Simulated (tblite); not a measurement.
Species: C6H6N (charge +1).
Z-matrix (Å and degrees, GFN2-xTB geometry), rows numbered from 1:
```
C 
C   1  1.3656
C   2  1.4276  1  120.05
N   3  1.2767  2  119.38  1    40.33
C   4  1.2765  3  139.40  2   -27.59
C   5  1.4279  4  119.36  3   -27.49
C   6  1.3655  5  120.01  4    40.56
H   1  1.0842  2  116.75  3   172.21
H   2  1.0815  1  120.45  3  -174.61
H   3  1.0839  2  122.14  1  -145.06
H   5  1.0839  4  118.22  3   157.72
H   6  1.0816  5  119.29  4  -144.73
H   7  1.0842  1  114.87  2   157.35
```

Level: GFN2-xTB in tblite, geometry and Hessian alike; calculated harmonic values, unscaled, isolated species. The method is semi-empirical: single wavenumbers can be off by several per cent or more. One conformer, not necessarily the lowest.

Harmonic wavenumbers (cm⁻¹): 237.2, 239.7, 380.7, 391.8, 511.9, 514.3, 690.6, 731.7, 813.7, 858.9, 874.9, 879.8, 928.0, 931.6, 980.7, 1056.3, 1059.5, 1150.7, 1170.3, 1211.6, 1233.4, 1322.3, 1349.0, 1406.1, 1524.6, 1531.6, 1763.6, 3040.3, 3041.2, 3048.3, 3055.4, 3075.1, 3076.6.

A = 4238, B = 3839, C = 2121 MHz; mass 92.050 u (most abundant isotopes); point group C2, symmetry number 2.

Q: What is the zero-point energy?

A: ½Σν̃ = 22041 cm⁻¹ = 63.02 kcal/mol.

Q: What is S at 298.15 K and 1 bar for an ideal gas of classical rigid rotors and harmonic oscillators?

A: Translation 39.50, rotation 25.26, vibration 8.92: S = 73.7 cal/(mol K).

Q: And Cp and H(298.15 K) − H(0)?

A: Cp = 24.16 cal/(mol K), of which vibrations give 16.21 (their classical limit is 33 R = 65.6); H(298.15 K) − H(0) = 4.16 kcal/mol without the zero-point energy, 1.79 from vibrations.

Q: What must be added to the electronic energy to get the Gibbs energy at 298.15 K and 1 bar?

A: ZPE + [H(298.15 K) − H(0)] − T·S = 63.02 + 4.16 − 21.97 = 45.21 kcal/mol.

Q: Which modes carry the vibrational entropy at 298.15 K?

A: 237.2 cm⁻¹: 1.82; 239.7 cm⁻¹: 1.81; 380.7 cm⁻¹: 1.04; 391.8 cm⁻¹: 0.99; 511.9 cm⁻¹: 0.63; 514.3 cm⁻¹: 0.62 cal/(mol K); the other 27 give 2.01 together.

Hindered rotation and anharmonicity are outside this model. Other conformers, if any are populated, would add a mixing term that is left out. The structure is chiral; the term R ln 2 for an equal mix with its mirror image is left out.

On one thread of an Arm Neoverse V1, no GPU, shared host with 32 logical CPUs at a one-minute load of 9.6, this took 0.3 s. The figure is for the frequency step alone.
